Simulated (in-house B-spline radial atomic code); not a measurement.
How G0W0 and RPA depend on the start: Cu-

Configuration [Ar] 3d10 4s2. Computed with an all-electron radial atomic-structure program (B-spline basis): all electrons, non-relativistic, point nucleus, each spin shell either full or empty, empty states to l = 9 with an (l + 1/2)⁻⁴ tail; G0W0 by contour deformation at full frequency.

The anion's configuration is assumed.

```
       start  mean-field 4s (eV)  G0W0 (eV)  QP weight  RPA correlation (Eh)
Hartree-Fock              -0.574          ?          ?                     ?
     LC-wPBE              -1.198          ?          ?                     ?
       wB97X              -1.225     -1.243      0.900               -2.1706
   CAM-B3LYP              -0.411     -1.051      0.802               -2.1958
```

Q: What G0W0 level, weight and RPA correlation energy follow from the LC-wPBE start?

A: G0W0 level -1.231 eV, weight 0.897, RPA correlation -2.181 hartree.

Q: What G0W0 level, weight and RPA correlation energy follow from the Hartree-Fock start?

A: G0W0 level -1.073 eV, weight 0.843, RPA correlation -2.0023 hartree.

Q: How much of the dependence on the start does G0W0 remove?

A: The mean-field levels span 0.815 eV and the G0W0 levels 0.192 eV. Against 1.235 eV (electron affinity of the neutral atom) the G0W0 removal energies are off by -0.18 to +0.01 eV, with relativity, Breit and QED terms left out.
